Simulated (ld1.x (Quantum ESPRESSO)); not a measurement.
How hard is this He TM potential?

- Element: He (Z = 2)
- Generator: ld1.x (Quantum ESPRESSO) 7.5
- Type: norm-conserving Troullier–Martins (Kleinman–Bylander form)
- Functional: PBE
- Relativity: scalar-relativistic
- Frozen core: none
- Valence charge: 2
- Reference configuration: 1s2
- Partial waves: 1s (bound): rc 0.75 bohr; 2p channel at 0.3 Ry: rc 0.70 bohr
- Local potential: the p channel
- Core correction: none

The pseudo-atom Hamiltonian at the reference potential is diagonalised in spherical Bessel functions j_l(qr) that vanish at 20 bohr, with q² up to the cutoff. All-electron valence levels (Ry): 1s -1.1586.

Problem. How do the lowest levels (Ry) of each channel move with the cutoff, and are there ghosts?

Solution.

```csv
cutoff (Ry),s #1,p #1,d #1,f #1,Σ f·Δε (mRy)
8,-0.6420,0.0454,0.0822,0.1218,1033.5
21,-0.9176,0.0454,0.0822,0.1218,482.1
45,-1.0834,0.0453,0.0822,0.1218,150.7
80,-1.1465,0.0453,0.0822,0.1218,24.3
140,-1.1581,0.0453,0.0822,0.1218,1.2
260,-1.1586,0.0453,0.0822,0.1218,0.2
400,-1.1587,0.0453,0.0822,0.1218,0.0
```

Result: no extra level below or beside the all-electron valence levels (s, p, d, f tested); 10 mRy is reached at 100 Ry and 1 mRy at 200 Ry.
